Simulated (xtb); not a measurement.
CH3ClSTe, SMILES CS[Te]Cl. All values are semi-empirical tight-binding results from xtb (GFN2-xTB unless named), good for trends rather than for accurate numbers. Geometry: GFN2-xTB. This is a generated structure with no PubChem entry under its InChIKey; it may be hypothetical. Other conformers were not sampled.

Optimised geometry:

```xyz
7

Te     0.2189     0.0461     0.7442
Cl     0.8041     1.8423    -0.6650
S     -0.3476    -1.5212    -0.9263
C     -2.0577    -1.0662    -1.3646
H     -2.6989    -1.1435    -0.4929
H     -2.3742    -1.7743    -2.1233
H     -2.0711    -0.0597    -1.7688
```

### Question
Estimate the properties. (An estimate is asked for; the answer gives what the named calculation found.)

### Answer

```yaml
orbital_gap: 3.17 eV
zero_point_energy: 24.5 kcal/mol
G − E(el) at 298.15 K (modified RRHO): 3.7 kcal/mol
static polarisability (D4 model): 86.9 bohr³
solvation energy, GFN2-xTB/ALPB(water): -1.3 kcal/mol
solvation energy, GFN2-xTB/ALPB(dmf): -6.5 kcal/mol
```

### Question
Give the atomic charges and the Wiberg bond orders between heavy atoms. (Estimate from the structure and the level; the computed values follow.)

### Answer
charges (e) Te1 0.16, Cl2 -0.13, S3 -0.16, C4 -0.06, H5 0.06, H6 0.07, H7 0.06. Bond orders Te1–Cl2 1.21, Te1–S3 1.19, S3–C4 1.00.
